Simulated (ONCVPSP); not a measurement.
## Before and after: ONCV potential for scandium

```json
{
  "Element": "scandium",
  "Generator": "ONCVPSP 4.0.1",
  "Type": "optimised norm-conserving Vanderbilt (ONCV)",
  "Functional": "PBE",
  "Relativity": "scalar-relativistic",
  "Frozen core": "[Ne]",
  "Valence charge": "11",
  "Reference configuration": "3s2 3p6 3d1 4s2",
  "Partial waves": "3s+4s: rc 1.65 bohr, ncon 4, nbas 7, qcut 8.1 1/bohr, 2 projectors; 3p: rc 1.20 bohr, ncon 4, nbas 8, qcut 6 1/bohr, 2 projectors, debl 0.9 Ha; 3d: rc 1.95 bohr, ncon 4, nbas 8, qcut 8.7 1/bohr, 2 projectors, debl 3.3 Ha",
  "Local potential": "polynomial inside 1.15 bohr (lpopt 5, dvloc0 0 Ha)",
  "Core correction": "none"
}
```

In the p channel the program set the typed energies aside and used -1.236, 0.250 Ha.

All-electron outer shells of the reference configuration (PBE, scalar-relativistic, ld1.x):

```
shell  level (eV)  outermost node (bohr)  outermost maximum (bohr)
   2p     -388.26                      –                      0.23
   3s      -55.04                   0.42                      0.92
   3p      -33.63                   0.39                      0.97
   4s       -4.18                   1.33                      3.14
   3d       -3.23                      –                      1.10
```

Change: p: qcut 4.2.

Cutoffs: the cutoffs (Ha) at which the residual kinetic energy of the hardest occupied pseudo-wave falls to 1 and 0.1 mHa per electron; they do not see the model core or the augmentation charge, which bear on the density cutoff. Errors are all-electron minus pseudo energies relative to the spin-unpolarised reference configuration.

How do hardness, ghosts and transferability respond?

The potential gets harder (25 Ha and 55 Ha → 34 Ha and 117 Ha); the errors of the 3 common tests hardly move; neither file shows a bound ghost.

| quantity | base | changed |
| --- | --- | --- |
| cutoff, loose | 25 Ha | 34 Ha |
| cutoff, tight | 55 Ha | 117 Ha |
| loose cutoff by channel | s 20 Ha, p 16 Ha, d 25 Ha | s 20 Ha, p 34 Ha, d 25 Ha |
| bound ghosts | none | none |
| GHOST(+) flags under 300 eV | none | none |
| tests with a reliable result | 3 of 4 | 3 of 4 |
| error for 3s2 3p6 3d1 4s1, meV [ΔE 6.90 eV] | -0.3 | -0.3 |
| error for 3s2 3p6 3d1 4s0, meV [ΔE 19.66 eV] | -1.1 | -1.0 |
| error for 3s2 3p6 3d1 4s0 4p2, meV [ΔE 5.67 eV] | +0.1 | +0.2 |
| s: phases at 1.68 bohr within 0.05 rad from the reference energy up to (Ha; the scan ends near 5) | to the end of the scan | to the end of the scan |
| p: phases at 1.22 bohr within 0.05 rad from the reference energy up to (Ha; the scan ends near 5) | to the end of the scan | to the end of the scan |
| d: phases at 1.98 bohr within 0.05 rad from the reference energy up to (Ha; the scan ends near 5) | to the end of the scan | to the end of the scan |
